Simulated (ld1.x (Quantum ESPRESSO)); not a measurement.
# What one change does to a pseudopotential (ruthenium, TM)

```
Element                 : Ru (Z = 44)
Generator               : ld1.x (Quantum ESPRESSO) 7.5
Type                    : norm-conserving Troullier–Martins (Kleinman–Bylander form)
Functional              : LDA (PZ)
Relativity              : scalar-relativistic
Frozen core             : [Ar] 3d10 4s2
Valence charge          : 14
Reference configuration : 4p6 4d7 5s1 5p0
Partial waves           : 5s (bound): rc 2.60 bohr; 4p (bound): rc 1.75 bohr; 4d (bound): rc 1.60 bohr
Local potential         : all-electron potential smoothed inside 2.25 bohr (lloc = -1)
Core correction         : a·sin(br)/r model core, default radius (core density twice the valence density)
```

All-electron outer shells of the reference configuration (LDA (PZ), scalar-relativistic, ld1.x):

```json
{"shell": "3d", "level (eV)": "-273.50", "outermost node (bohr)": "–", "outermost maximum (bohr)": "0.30"}
{"shell": "4s", "level (eV)": "-76.44", "outermost node (bohr)": "0.48", "outermost maximum (bohr)": "0.91"}
{"shell": "4p", "level (eV)": "-46.53", "outermost node (bohr)": "0.49", "outermost maximum (bohr)": "0.98"}
{"shell": "4d", "level (eV)": "-5.40", "outermost node (bohr)": "0.48", "outermost maximum (bohr)": "1.21"}
{"shell": "5s", "level (eV)": "-4.52", "outermost node (bohr)": "1.24", "outermost maximum (bohr)": "2.73"}
{"shell": "5p", "level (eV)": "-1.04", "outermost node (bohr)": "1.41", "outermost maximum (bohr)": "3.82"}
```

Change: local potential all-electron potential smoothed inside 1.92 bohr (lloc = -1).

Cutoffs: the cutoffs (Ry, on a coarse ladder) from which the occupation-weighted sum of valence levels, in a spherical-Bessel basis at the reference potential, stays within 10 and 1 mRy of its value at 400 Ry; they do not see the model core or the augmentation charge, which bear on the density cutoff. Errors are all-electron minus pseudo energies relative to the spin-unpolarised reference configuration.

**Question.** How do hardness, ghosts and transferability respond?

**Answer.** The potential gets neither clearly harder nor softer (55 Ry and 70 Ry → 55 Ry and 70 Ry); a bound ghost appears in s, which as a rule spoils a file; the number of tests that count goes from 8 to 9; of the 8 tests that both files solve, the error grows in 1 and shrinks in 4 by more than 15 % and 0.3 meV (median size 24.0 → 16.4 meV); the range in which the p phases agree widens (upper end -0.0 → 5.0). In the separable form a ghost depends on how the local part lies against the semilocal potential of the channel, so the choice of the local part can create or remove one.

```tsv
quantity	base	changed
cutoff, loose	55 Ry	55 Ry
cutoff, tight	70 Ry	70 Ry
bound ghosts	none	s
tests counted (converged, no solver errors)	8 of 9	9 of 9
error for 4p6 4d7 5s0 5p0, meV [ΔE 7.61 eV]	-11	-11
error for 4p6 4d6 5s0 5p0, meV [ΔE 26.05 eV]	-4.1	+3.0
error for 4p6 4d5 5s0 5p0, meV [ΔE 56.90 eV]	-33	+4.4
error for 4p6 4d8 5s0 5p0, meV [ΔE -0.27 eV]	-26	-22
error for 4p6 4d4 5s0 5p0, meV [ΔE 101.61 eV]	-118	-22
error for 4p6 4d7 5s0.5 5p0, meV [ΔE 3.02 eV]	-1.0	-2.6
error for 4p6 4d7 5s1 5p0 (spin-polarised), meV [ΔE -1.65 eV]	+45	+46
error for 4p6 4d7 5s0 5p0 (spin-polarised), meV [ΔE 6.36 eV]	+22	+22
s: phases at 2.85 bohr within 0.05 rad from the reference energy up to (Ry; the scan ends near 5)	-0.3	n/a
p: phases at 2.85 bohr within 0.05 rad from the reference energy up to (Ry; the scan ends near 5)	-0.0	5.0
d: phases at 2.85 bohr within 0.05 rad from the reference energy up to (Ry; the scan ends near 5)	1.5	1.8
```

Base: Tests not counted: 4p6 4d7.5 5s0.5 5p0 (solver errors, printed error +661 meV). These tests converged, but a pseudo level misses the all-electron one widely, so the file describes the atom poorly there or has found another state: 4p6 4d6 5s0 5p0: empty 5s by 3.9 eV (a node warning on the way). A true bound ghost makes a file unfit for plane-wave use even where its test errors are small: the radial tests pick states by their node count and pass the ghost by.
